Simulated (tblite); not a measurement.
C6H10O2.
Atom-mapped SMILES: `[O:1]=[CH:2][C@@H:3]1[CH2:4][CH2:5][CH2:6][O:7][CH2:8]1` (hydrogens: H9 on C2; H10 on C3; H11, H12 on C4; H13, H14 on C5; H15, H16 on C6; H17, H18 on C8)

Computed with GFN2-xTB (tblite), gas phase: Langevin dynamics at 600 K from the optimised GFN2-xTB geometry, time step 0.5 fs, friction 0.01 fs⁻¹, 2000 steps.

Start geometry:
```
atom  x, y, z in Å
O1      2.732   -0.187    1.388
C2      1.749   -0.559    0.812
C3      1.115    0.158   -0.353
C4      0.152    1.234    0.185
C5     -1.056    0.575    0.849
C6     -1.683   -0.436   -0.113
O7     -0.750   -1.402   -0.544
C8      0.327   -0.821   -1.234
H9      1.212   -1.477    1.117
H10     1.902    0.644   -0.937
H11    -0.184    1.851   -0.653
H12     0.677    1.876    0.893
H13    -1.798    1.329    1.116
H14    -0.744    0.061    1.759
H15    -2.096    0.094   -0.986
H16    -2.485   -0.995    0.372
H17     0.960   -1.651   -1.556
H18    -0.039   -0.287   -2.126
```

The statistics below take the 31 frames saved every 25 fs from 250 to 1000 fs; their kinetic temperature (all 3N coordinates) averages 554 K.

**Question.** How do the bond lengths spread?

**Answer.** 
| bond | start (Å) | mean (Å) | standard deviation (Å) | shortest (Å) | longest (Å) |
| --- | --- | --- | --- | --- | --- |
| O1=C2 | 1.199 | 1.203 | 0.027 | 1.151 | 1.261 |
| C2–C3 | 1.508 | 1.511 | 0.057 | 1.422 | 1.659 |
| C3–C4 | 1.541 | 1.565 | 0.041 | 1.474 | 1.645 |
| C4–C5 | 1.528 | 1.517 | 0.047 | 1.411 | 1.582 |
| C5–C6 | 1.529 | 1.531 | 0.040 | 1.444 | 1.595 |
| C6–O7 | 1.410 | 1.422 | 0.035 | 1.369 | 1.505 |
| O7–C8 | 1.405 | 1.403 | 0.037 | 1.340 | 1.502 |
| C3–C8 | 1.535 | 1.560 | 0.057 | 1.464 | 1.717 |
| C2–H9 | 1.106 | 1.111 | 0.031 | 1.057 | 1.180 |
| C3–H10 | 1.094 | 1.100 | 0.047 | 1.015 | 1.197 |
| C4–H11 | 1.093 | 1.090 | 0.033 | 1.024 | 1.175 |
| C4–H12 | 1.091 | 1.095 | 0.036 | 1.033 | 1.164 |
| C5–H13 | 1.091 | 1.121 | 0.062 | 0.983 | 1.243 |
| C5–H14 | 1.091 | 1.103 | 0.039 | 1.031 | 1.165 |
| C6–H15 | 1.102 | 1.114 | 0.047 | 1.009 | 1.209 |
| C6–H16 | 1.092 | 1.095 | 0.034 | 1.037 | 1.147 |
| C8–H17 | 1.092 | 1.095 | 0.039 | 1.030 | 1.198 |
| C8–H18 | 1.102 | 1.116 | 0.044 | 1.037 | 1.201 |

**Question.** Give the same statistics for bond angles, one of each kind among heavy atoms.

**Answer.** 
| angle | start (°) | mean (°) | standard deviation (°) | smallest (°) | largest (°) |
| --- | --- | --- | --- | --- | --- |
| O1–C2–C3 | 124.7 | 125.7 | 3.7 | 118.7 | 135.3 |
| C2–C3–C4 | 109.0 | 113.4 | 4.9 | 105.2 | 123.3 |
| C2–C3–C8 | 110.9 | 109.3 | 5.9 | 98.1 | 120.2 |
| C4–C3–C8 | 109.0 | 108.7 | 3.0 | 102.5 | 114.9 |
| C3–C4–C5 | 110.2 | 109.8 | 2.9 | 103.6 | 115.8 |
| C4–C5–C6 | 109.6 | 109.7 | 4.1 | 99.2 | 119.3 |
| C5–C6–O7 | 111.9 | 111.4 | 3.9 | 101.4 | 118.3 |
| C6–O7–C8 | 111.9 | 112.9 | 4.5 | 105.8 | 121.3 |
| C3–C8–O7 | 112.0 | 114.0 | 4.3 | 105.9 | 124.5 |

**Question.** How far does each atom move about its mean position (frames aligned on the start, all atoms weighted alike), and what rms force does it feel?

**Answer.** 
```
atom  rms displacement (Å)  rms force (eV/Å)
  O1                  0.92              2.19
  C2                  0.17              2.77
  C3                  0.10              2.54
  C4                  0.10              2.90
  C5                  0.12              3.01
  C6                  0.13              2.48
  O7                  0.16              1.53
  C8                  0.14              2.61
  H9                  1.05              1.08
 H10                  0.19              1.48
 H11                  0.23              1.34
 H12                  0.22              1.39
 H13                  0.22              1.82
 H14                  0.24              1.33
 H15                  0.23              1.47
 H16                  0.30              1.23
 H17                  0.24              1.41
 H18                  0.29              1.34
```

The displacements run from 0.10 to 1.05 Å, the largest at H9.

**Question.** Follow the torsion O1–C2–C3–C4 through every second one of these frames.

**Answer.** 
| t (fs) | O1–C2–C3–C4 (°) |
| --- | --- |
| 250 | -63 |
| 300 | -114 |
| 350 | -169 |
| 400 | 156 |
| 450 | -172 |
| 500 | 178 |
| 550 | 134 |
| 600 | 95 |
| 650 | 75 |
| 700 | 28 |
| 750 | 26 |
| 800 | 25 |
| 850 | 48 |
| 900 | 41 |
| 950 | 17 |
| 1000 | 12 |

Largest departure from the start value over all these frames: O1–C2–C3–C4 179° (start -86°).

The run is classical and short, so these are rough statistics of one trajectory.

The cost below is that of the whole dynamics run. Time: 35 s; peak memory 0.18 GiB. Hardware: one thread of an Intel Xeon at 2.50 GHz, shared host with 64 logical CPUs at a one-minute load of 52.
